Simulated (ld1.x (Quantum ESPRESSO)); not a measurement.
**Reading a pseudo-wave (Si)**

Columns: radius, all-electron u(r) and pseudo u(r) of the 3s shell (level -14.73 eV) of silicon in the configuration [Ne] 3s2 3p1.5; PBE, scalar-relativistic, TM scheme, ld1.x (Quantum ESPRESSO) 7.5.

```json
{"r (bohr)": "0.082", "all-electron": "0.1599", "pseudo": "0.0663"}
{"r (bohr)": "0.165", "all-electron": "-0.0441", "pseudo": "0.1266"}
{"r (bohr)": "0.248", "all-electron": "-0.2351", "pseudo": "0.1741"}
{"r (bohr)": "0.330", "all-electron": "-0.3319", "pseudo": "0.2051"}
{"r (bohr)": "0.413", "all-electron": "-0.3418", "pseudo": "0.2209"}
{"r (bohr)": "0.495", "all-electron": "-0.2889", "pseudo": "0.2255"}
{"r (bohr)": "0.578", "all-electron": "-0.1962", "pseudo": "0.2257"}
{"r (bohr)": "0.660", "all-electron": "-0.0846", "pseudo": "0.2289"}
{"r (bohr)": "0.742", "all-electron": "0.0338", "pseudo": "0.2413"}
{"r (bohr)": "0.825", "all-electron": "0.1518", "pseudo": "0.2684"}
{"r (bohr)": "0.908", "all-electron": "0.2624", "pseudo": "0.3139"}
{"r (bohr)": "0.990", "all-electron": "0.3612", "pseudo": "0.3765"}
{"r (bohr)": "1.072", "all-electron": "0.4481", "pseudo": "0.4502"}
{"r (bohr)": "1.155", "all-electron": "0.5235", "pseudo": "0.5235"}
{"r (bohr)": "1.238", "all-electron": "0.5865", "pseudo": "0.5865"}
{"r (bohr)": "1.320", "all-electron": "0.6374", "pseudo": "0.6374"}
{"r (bohr)": "1.402", "all-electron": "0.6778", "pseudo": "0.6778"}
{"r (bohr)": "1.485", "all-electron": "0.7088", "pseudo": "0.7088"}
{"r (bohr)": "1.568", "all-electron": "0.7306", "pseudo": "0.7306"}
{"r (bohr)": "1.650", "all-electron": "0.7439", "pseudo": "0.7439"}
{"r (bohr)": "1.733", "all-electron": "0.7501", "pseudo": "0.7501"}
{"r (bohr)": "1.815", "all-electron": "0.7499", "pseudo": "0.7499"}
{"r (bohr)": "1.898", "all-electron": "0.7442", "pseudo": "0.7442"}
{"r (bohr)": "1.980", "all-electron": "0.7340", "pseudo": "0.7340"}
{"r (bohr)": "2.062", "all-electron": "0.7199", "pseudo": "0.7199"}
{"r (bohr)": "2.145", "all-electron": "0.7025", "pseudo": "0.7025"}
```

(1) How many radial nodes do the two functions have?

(2) At about which radius was the pseudo-wave matched?

(3) Is the pseudo-wave norm-conserving?

Answers

(1) The all-electron 3s function has n − l − 1 = 2; the pseudo-wave has 0, since the states of the same l below it are removed with the core.

(2) 1.20 bohr, where the columns begin to agree (steps of 0.08 bohr).

(3) Yes: the TM scheme keeps the norm inside the radius equal to the all-electron one, which fixes the energy derivative of the logarithmic derivative at the level.
